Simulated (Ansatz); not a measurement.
Hg₂O, relaxed as a triplet with UKS PBE-D4/def2-TZVP in Ansatz, starting from the PBE-D4/def2-TZVP geometry of the neutral singlet. Force threshold 0.02 eV/Å.

In the def2 sets Hg takes a core potential; there is no spin–orbit coupling. The relaxation made no stability test and no search for a lower SCF solution. At PBE-D4/def2-TZVP a singlet of charge 0 lies 0.31 eV below the triplet, each at its own geometry. The structure comes from a short search, and lower isomers may exist.

Start:

```csv
atom,x (Å),y (Å),z (Å)
Hg1,-1.7733,-0.8681,0.5520
Hg2,1.7731,0.8692,-0.5511
O3,0.0003,-0.0010,-0.0008
```

```json
{"step": "1", "energy (eV)": "-10398.4126", "largest force component (eV/Å)": "1.381", "SCF passes": "97"}
{"step": "2", "energy (eV)": "-10398.9387", "largest force component (eV/Å)": "0.745", "SCF passes": "27"}
{"step": "3", "energy (eV)": "-10399.1577", "largest force component (eV/Å)": "0.407", "SCF passes": "28"}
{"step": "4", "energy (eV)": "-10399.2791", "largest force component (eV/Å)": "0.226", "SCF passes": "28"}
{"step": "5", "energy (eV)": "-10399.3771", "largest force component (eV/Å)": "0.236", "SCF passes": "27"}
{"step": "6", "energy (eV)": "-10399.3986", "largest force component (eV/Å)": "0.137", "SCF passes": "22"}
{"step": "7", "energy (eV)": "-10399.4089", "largest force component (eV/Å)": "0.086", "SCF passes": "22"}
{"step": "8 (rejected)", "energy (eV)": "-10399.3967", "largest force component (eV/Å)": "0.263", "SCF passes": "29"}
{"step": "9", "energy (eV)": "-10399.4171", "largest force component (eV/Å)": "0.022", "SCF passes": "22"}
{"step": "10", "energy (eV)": "-10399.4175", "largest force component (eV/Å)": "0.014", "SCF passes": "23"}
```

Force components are those of the run's own axes.

End:

Cartesian coordinates in Å:
```
Hg -1.595 -0.402 0.742
Hg 1.432 1.081 -0.199
O 0.163 -0.678 -0.543
```

By distances, no bond broke or formed. The bond that changes most is Hg2–O3, from 2.05 to 2.20 Å (atoms count from 1).

No frequencies were taken in this run, so the end may be a saddle point.

It took 12 s on 4 threads of Arm Neoverse V2 on a shared host.
